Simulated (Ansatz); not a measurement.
## Relative stability

The two ends of one reaction step of Si₂H₇OF₃, singlet (PBE0-D4/def2-TZVP).

A:

```
13
angstrom
Si -2.0244 0.6805 -0.0610
Si 1.8987 -1.1670 -0.8708
F -1.9123 -0.7629 -0.6959
F -2.5285 1.6336 -1.2135
H -2.9515 0.6943 1.0680
H -0.0075 0.7784 2.0611
O -0.5583 1.1597 0.4667
H 1.3856 -1.5002 0.4786
F 0.3059 0.4663 2.8855
H 1.2638 -2.0192 -1.9032
H 1.5538 0.2577 -1.1710
H 3.3745 -1.2928 -0.9197
H 0.2001 1.0716 -0.1248
```

B:

Si1  (-1.387, -0.135, -0.699)
Si2  (0.809, -0.865, -1.061)
F3  (-2.344, -1.101, -1.544)
F4  (-1.645, 1.314, -1.323)
H5  (-1.906, -0.180, 0.683)
H6  (0.311, 1.342, 1.607)
O7  (0.274, 1.489, 0.655)
H8  (1.151, -0.738, 1.846)
F9  (0.908, -0.321, 2.641)
H10  (0.851, -2.098, -1.891)
H11  (1.660, 0.182, -1.674)
H12  (1.426, -1.247, 0.252)
H13  (-0.108, 2.358, 0.508)
(Å)

Computed with Ansatz 0.2.0 (basis: def2-TZVPP); correlated methods freeze the cores. B3LYP uses VWN-RPA correlation.

(1) Which structure is lower at CCSD(T), and by how much? (To be estimated.)

No T1 diagnostic of these runs exceeds 0.012.

Results:

(1) Computed: A, by 31.29 kcal/mol (electronic energy, against the other). By their contacts, A is a complex of SiH₂OF₂ ([OH][SiH]([F])[F]) + SiH₄ + HF and B is a complex of Si₂H₄F₂ ([F][SiH]([F])[SiH3]) + H₂O + HF.

All methods give the same order:

```tsv
method	E(B) − E(A) (kcal/mol)
SPW92	24.06
PBE-D4	24.67
BLYP-D4	28.68
r2SCAN-D4	28.93
B97M-V	28.69
PBE0-D4	26.83
B3LYP-D4	30.11
r2SCAN0-D4	29.94
BHLYP-D4	32.11
CAM-B3LYP-D4	31.49
wB97X-V	29.04
wB97M-V	29.86
B2PLYP	32.19
PBE-QIDH	30.20
RPA on PBE	31.47
HF	38.10
MP2	32.65
CCSD	32.19
CCSD(T)	31.29
```

Labels in which every atom is bracketed show which atoms are joined, not bond orders.

For scale, one of the runs: CCSD(T)/def2-TZVPP, 306 basis functions, launched by `ansatz run in.yaml --threads 4 --pin off --events-out ev --progress --plain --max-ram 46080MiB --backend cuda --devices 0, --max-vram 37GiB`. The run took 9 s on 4 CPU threads of an AMD EPYC 7R13 and a share of one NVIDIA H100 (shared host), with 0.86 GiB of host memory at its peak.
